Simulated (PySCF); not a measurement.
Al(F)2(OH) (AlF₂HO), SMILES [OH][Al]([F])[F]. Atoms are numbered in the order given.

```xyz
5

Al    -0.0062    -0.0131     0.0000
F      1.5597    -0.5379     0.0000
F     -1.2072    -1.1410     0.0000
O     -0.4120     1.6164     0.0000
H      0.2045     2.3494     0.0000
```

Geometry optimised at PBE0-D3(BJ)/def2-SVP. The values are those of a single conformer.

Calculation: B3LYP/pcJ-1 (PySCF).

Isotropic couplings with Fermi-contact, spin-dipole and both spin-orbit terms, one fixed conformer, no vibrational averaging. Isotopes: 19F, 1H.

Computed spin–spin coupling constants:
```
pair   bonds apart  J (Hz)
-----  -----------  ------
F2–F3            2  -143.8
F2–H5            3    -6.4
F3–H5            3     6.8
```
